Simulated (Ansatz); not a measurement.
CH2ClFOSi can be A, `F[Si]1(Cl)CO1`, or B, `F[Si@H]1O[C@@H]1Cl`.

Program: Ansatz. Geometries: PBE0-D4/def2-TZVP. ΔE: electronic, gas phase. CCSD(T)/CBS adds triple-zeta CCSD(T) − MP2 to the extrapolated MP2 energy (def2 sets, frozen cores). Functionals use def2-TZVPP. B3LYP here is the variant with VWN-RPA as its local correlation; programs differ in this.

Q: Which is lower in electronic energy at CCSD(T)/CBS, and by how much? (An estimate is asked.)

A: Computed: A, by 150.4 kJ/mol.

Q: Give E(B) − E(A) in kJ/mol with HF/def2-TZVPP, PBE0-D4, CCSD(T)/def2-SVP, PBE-D4, B3LYP, BLYP-D4, LDA (SPW92). (Estimate.)

A: The calculation gave: HF/def2-TZVPP 158.5, PBE0-D4 146.3, CCSD(T)/def2-SVP 140.7, PBE-D4 138.3, B3LYP 144.9, BLYP-D4 139.2, LDA (SPW92) 134.2. None reverses the order clearly.

Q: Does the order hold for the free energy at 298.15 K (harmonic terms from PBE0-D4)? (Estimate.)

A: Computed: Yes: G(B) − G(A) = +143.2 kJ/mol.

Largest T1 diagnostic: 0.013.

From BLYP to BHLYP (50 % exact exchange), in def2-TZVPP and without D4, E(B) − E(A) moves by +14.5 kJ/mol. In def2-TZVPP, CCSD(T) changes the Hartree–Fock value by −8.7 kJ/mol (the triples alone add −2.3 kJ/mol) and MP2 by −5.6 kJ/mol.
